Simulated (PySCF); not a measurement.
PySCF input file for BrH5N2Sn, SMILES [NH2][SnH]([NH2])[Br], B3LYP-D3(BJ)/def2-SVP. The structure is a stationary point at B3LYP-D3(BJ)/def2-SVP. The def2 effective core potentials stand for the cores of Sn; spin–orbit coupling is left out. One conformer was computed; it need not be the lowest.

```python
import numpy as np
from pyscf import gto, scf, dft, df
from pyscf.hessian import thermo

mol = gto.M(
    atom='''
    Sn    0.15395829   -0.60204451    0.43507782
    N    -1.41228302   -1.87288122    0.11845250
    N     1.74946209   -1.43589637   -0.52701785
    Br   -0.29585700    1.71213715   -0.53651611
    H     0.44212353   -0.40597423    2.10978953
    H    -2.16668135   -1.73751189    0.79292651
    H    -1.82016108   -1.76582737   -0.81147850
    H     1.44322472   -2.01300370   -1.31224883
    H     2.39832160   -0.73881394   -0.89485870
    ''',
    basis='def2-SVP',
    ecp={'Sn': 'def2-svp'},
    charge=0,
    spin=0,
    max_memory=1600,
    verbose=3,
)
mf = dft.RKS(mol, xc='b3lyp').density_fit(auxbasis='def2-universal-jkfit')
mf.disp = 'd3bj'
mf.grids.level = 3
mf.conv_tol = 1e-11
mf.max_cycle = 100
mf.kernel()

# [left out here: the lines that compute and print the analytic Hessian (its translational invariance restored by hand, since the grid's response is missing), thermochemistry and intensities]
```

It prints:

```
converged SCF energy = -2900.72495553076

WARN: DFTD3 does not support analytical Hessian, using finite difference


WARN: Mole.unit (angstrom) is changed to Bohr

Mode                                 0                   1                   2
Irrep
Freq [cm^-1]                       82.6560            122.6400            141.5777
Reduced mass [au]                   2.2017              2.0043              1.6744
Force const [Dyne/A]                0.0089              0.0178              0.0198
Char temp [K]                     118.9236            176.4517            203.6988
Normal mode                   x     y     z       x     y     z       x     y     z
       0  Sn                 0.03  0.00 -0.00   -0.01 -0.00 -0.02    0.01  0.02 -0.00
       1   N                -0.05  0.10 -0.05    0.03 -0.08  0.10    0.04 -0.00 -0.06
       2   N                -0.00 -0.11  0.05   -0.00 -0.07  0.05   -0.03 -0.12  0.04
       3  Br                -0.03 -0.00  0.00    0.00  0.03  0.01   -0.02  0.01  0.01
       4   H                 0.06 -0.01 -0.01   -0.01  0.07 -0.03   -0.03  0.05  0.00
       5   H                -0.01  0.10 -0.00   -0.12  0.22 -0.13   -0.00 -0.03 -0.10
       6   H                -0.08  0.23 -0.02    0.25 -0.47 -0.04    0.08  0.00 -0.08
       7   H                 0.01  0.22 -0.20    0.04  0.08 -0.08   -0.11 -0.48  0.34
       8   H                 0.27 -0.17  0.40    0.14 -0.11  0.24   -0.15 -0.21 -0.34
Mode                                 3                   4                   5
Irrep
Freq [cm^-1]                      156.6316            171.0896            238.6680
Reduced mass [au]                   1.6260              2.5008             34.2645
Force const [Dyne/A]                0.0235              0.0431              1.1500
Char temp [K]                     225.3580            246.1598            343.3902
Normal mode                   x     y     z       x     y     z       x     y     z
       0  Sn                 0.01  0.00  0.03   -0.01  0.01  0.02    0.01 -0.05  0.02
       1   N                 0.01  0.03 -0.06    0.10 -0.10 -0.06   -0.02 -0.00 -0.01
       2   N                -0.06  0.01 -0.09   -0.09 -0.06 -0.05    0.02  0.00 -0.01
       3  Br                -0.00 -0.02 -0.01    0.01  0.01 -0.01   -0.02  0.08 -0.03
       4   H                 0.02 -0.03  0.03    0.03 -0.00  0.01    0.01 -0.04  0.02
       5   H                -0.23  0.32 -0.38    0.18 -0.39  0.09   -0.02 -0.00  0.00
       6   H                 0.35 -0.23 -0.24   -0.05  0.08  0.03   -0.02  0.05 -0.00
       7   H                -0.12  0.11 -0.14   -0.16  0.19 -0.20    0.02 -0.05  0.03
       8   H                -0.05  0.03 -0.05    0.10 -0.13  0.17   -0.05  0.03 -0.07
Mode                                 6                   7                   8
Irrep
Freq [cm^-1]                      513.9792            543.0362            552.9900
Reduced mass [au]                   1.2066              3.7056              1.9368
Force const [Dyne/A]                0.1878              0.6438              0.3489
Char temp [K]                     739.5016            781.3082            795.6295
Normal mode                   x     y     z       x     y     z       x     y     z
       0  Sn                -0.00  0.00  0.00   -0.01  0.02  0.01   -0.03 -0.01  0.00
       1   N                 0.04  0.09  0.01   -0.07 -0.10 -0.01    0.09  0.13  0.01
       2   N                 0.04 -0.04 -0.01    0.15 -0.10 -0.04    0.07 -0.04 -0.01
       3  Br                -0.00  0.00 -0.00    0.00  0.00 -0.00    0.00  0.00  0.00
       4   H                -0.59 -0.45  0.16    0.16 -0.19  0.01    0.55  0.06 -0.11
       5   H                 0.09 -0.18  0.11   -0.08  0.09 -0.04    0.02 -0.30  0.00
       6   H                -0.07 -0.35  0.02   -0.07  0.11 -0.00    0.16 -0.16 -0.04
       7   H                -0.16  0.13 -0.07   -0.08  0.16 -0.16    0.09 -0.00 -0.06
       8   H                -0.07  0.03 -0.09   -0.13  0.11 -0.19   -0.05  0.06 -0.05
Mode                                 9                  10                  11
Irrep
Freq [cm^-1]                      577.5419            649.7382            660.6794
Reduced mass [au]                   1.0836              1.5449              1.4142
Force const [Dyne/A]                0.2129              0.3843              0.3637
Char temp [K]                     830.9542            934.8286            950.5705
Normal mode                   x     y     z       x     y     z       x     y     z
       0  Sn                 0.00  0.01 -0.00   -0.02 -0.01  0.00    0.01 -0.01 -0.01
       1   N                -0.02 -0.02  0.00    0.13  0.01  0.03    0.05 -0.00  0.01
       2   N                -0.04  0.04  0.01    0.04 -0.01 -0.05   -0.06  0.00  0.11
       3  Br                -0.00  0.00 -0.00    0.00  0.00 -0.00   -0.00  0.00 -0.00
       4   H                 0.37 -0.79  0.04   -0.15 -0.13  0.04    0.19 -0.22 -0.02
       5   H                -0.03 -0.00 -0.01    0.19  0.52  0.01    0.06  0.20 -0.01
       6   H                -0.02 -0.07 -0.01    0.11  0.45  0.08    0.05  0.18  0.03
       7   H                 0.17 -0.20  0.11    0.09 -0.10  0.00   -0.37  0.33 -0.02
       8   H                 0.18 -0.15  0.08    0.17 -0.13 -0.02   -0.44  0.28 -0.07
Mode                                12                  13                  14
Irrep
Freq [cm^-1]                      841.9951            876.9136           1534.6592
Reduced mass [au]                   1.1001              1.1265              1.0927
Force const [Dyne/A]                0.4595              0.5104              1.5162
Char temp [K]                    1211.4435           1261.6834           2208.0328
Normal mode                   x     y     z       x     y     z       x     y     z
       0  Sn                -0.00 -0.00  0.00    0.00  0.00  0.01   -0.00  0.00 -0.00
       1   N                 0.00  0.00 -0.06    0.02 -0.00 -0.06    0.03  0.00  0.01
       2   N                 0.03  0.04  0.01   -0.04 -0.05 -0.02    0.04 -0.01 -0.06
       3  Br                 0.00 -0.00 -0.00   -0.00 -0.00 -0.00   -0.00  0.00  0.00
       4   H                 0.22  0.12 -0.06    0.03  0.03 -0.01    0.03 -0.01  0.02
       5   H                 0.26  0.33  0.18    0.26  0.32  0.16   -0.16 -0.00 -0.18
       6   H                -0.33 -0.39  0.05   -0.31 -0.29  0.06   -0.21 -0.00  0.10
       7   H                -0.40  0.13  0.11    0.46 -0.16 -0.12   -0.45 -0.26  0.35
       8   H                 0.26 -0.28 -0.18   -0.33  0.33  0.18   -0.00  0.31  0.55
Mode                                15                  16                  17
Irrep
Freq [cm^-1]                     1545.8290           1934.3761           3497.2813
Reduced mass [au]                   1.0891              1.0159              1.0500
Force const [Dyne/A]                1.5334              2.2396              7.5668
Char temp [K]                    2224.1037           2783.1365           5031.8092
Normal mode                   x     y     z       x     y     z       x     y     z
       0  Sn                 0.00 -0.00  0.00    0.00  0.00  0.01    0.00 -0.00  0.00
       1   N                 0.07  0.01  0.01   -0.00 -0.00  0.00    0.00 -0.00  0.00
       2   N                -0.01  0.00  0.02    0.00 -0.00 -0.00   -0.02 -0.00  0.05
       3  Br                 0.00 -0.00 -0.00    0.00 -0.00  0.00    0.00 -0.00 -0.00
       4   H                -0.01  0.01 -0.02   -0.17 -0.12 -0.97   -0.00  0.00 -0.00
       5   H                -0.41 -0.02 -0.47    0.00 -0.00  0.01   -0.02  0.00  0.02
       6   H                -0.58 -0.00  0.27    0.01  0.01 -0.00   -0.01  0.00 -0.02
       7   H                 0.17  0.10 -0.13   -0.02 -0.01  0.01   -0.22 -0.43 -0.53
       8   H                 0.01 -0.12 -0.21    0.00  0.01  0.02    0.43  0.45 -0.21
Mode                                18                  19                  20
Irrep
Freq [cm^-1]                     3500.5035           3591.5613           3592.6312
Reduced mass [au]                   1.0503              1.0935              1.0937
Force const [Dyne/A]                7.5828              8.3107              8.3170
Char temp [K]                    5036.4452           5167.4570           5168.9964
Normal mode                   x     y     z       x     y     z       x     y     z
       0  Sn                -0.00 -0.00 -0.00    0.00 -0.00 -0.00   -0.00 -0.00 -0.00
       1   N                 0.05 -0.01  0.01    0.02 -0.00 -0.08   -0.00  0.00  0.01
       2   N                 0.00  0.00 -0.00   -0.01 -0.01 -0.00   -0.05 -0.06 -0.02
       3  Br                -0.00 -0.00  0.00   -0.00 -0.00 -0.00   -0.00  0.00 -0.00
       4   H                -0.00  0.00 -0.00    0.00  0.00  0.00   -0.00 -0.00  0.00
       5   H                -0.49  0.07  0.48   -0.50  0.09  0.44    0.06 -0.01 -0.05
       6   H                -0.25  0.06 -0.64    0.27 -0.07  0.61   -0.03  0.01 -0.07
       7   H                 0.01  0.01  0.02    0.02  0.04  0.06    0.19  0.36  0.49
       8   H                -0.01 -0.02  0.01    0.05  0.05 -0.03    0.45  0.47 -0.25
temperature 298.1500 [K]
pressure 101325.00 [Pa]
Rotational constants [GHz] 4.18380 1.17924 1.02905
Symmetry number 1
Zero-point energy (ZPE) 0.05770 [Eh]   151488.970 [J/mol]
                           tot       elec      trans        rot        vib
Entropy [J/mol/K]       378.838      0.000    176.658    119.408     82.772
Cv [J/mol/K]            104.611      0.000     12.472     12.472     79.668
Cp [J/mol/K]            112.926      0.000     20.786     12.472     79.668
Internal energy [J/mol]                      3718.434   3718.434 164691.034
Internal energy [Eh]   -2900.65940  -2900.72496
Enthalpy [J/mol]                             6197.391   3718.434 164691.034
Enthalpy [Eh]          -2900.65845
Gibbs free energy [J/mol]                  -46473.186 -31883.016 140012.550
Gibbs free energy [Eh] -2900.70147
mode   freq/cm-1   IR/(km/mol)
   1       82.66        26.531
   2      122.64        22.092
   3      141.58         4.903
   4      156.63         2.708
   5      171.09        21.279
   6      238.67        31.195
   7      513.98         3.806
   8      543.04       207.928
   9      552.99       145.456
  10      577.54        16.468
  11      649.74        34.641
  12      660.68       114.824
  13      842.00        35.592
  14      876.91        20.895
  15     1534.66        11.886
  16     1545.83        11.932
  17     1934.38       122.920
  18     3497.28        13.726
  19     3500.50        14.975
  20     3591.56        14.691
  21     3592.63        13.561
max |gradient| / (hartree/bohr): 3.378687771836132e-05
APT charges: [ 1.7265 -0.6991 -0.6796 -0.6141 -0.2938  0.1381  0.1443  0.1292  0.1483]
```

The calculation finished and met its thresholds.

Cost: about 2.2 core-minutes (a rough figure).
